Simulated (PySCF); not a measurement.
**Correlation energy of Ru²⁺ (ruthenium, charge +2)**

[Kr] 4d6, high-spin 5D determinant. Calculation: PySCF 2.14, in def2-QZVPPD with the def2 core potential (28 electrons); a scalar-relativistic core potential. Frozen: nothing; 14 electrons correlated.

```json
{"level": "CCSD", "correlation energy (mhartree)": "-439.58"}
{"level": "(T)", "correlation energy (mhartree)": "-10.86"}
{"level": "CCSD(T)", "correlation energy (mhartree)": "-450.44"}
```

Diagnostics: T1 = 0.0032, D1 = 0.0079, largest double amplitude 0.019.

**Question.** Is a single reference adequate?

**Answer.** Yes, within this model without spin-orbit coupling: T1 lies below 0.03 and no double amplitude reaches 0.07.

The basis has no tight functions for the innermost shells, so their pair energies are far from complete.

This basis was not built for core-valence correlation, so the inner-shell part is incomplete.
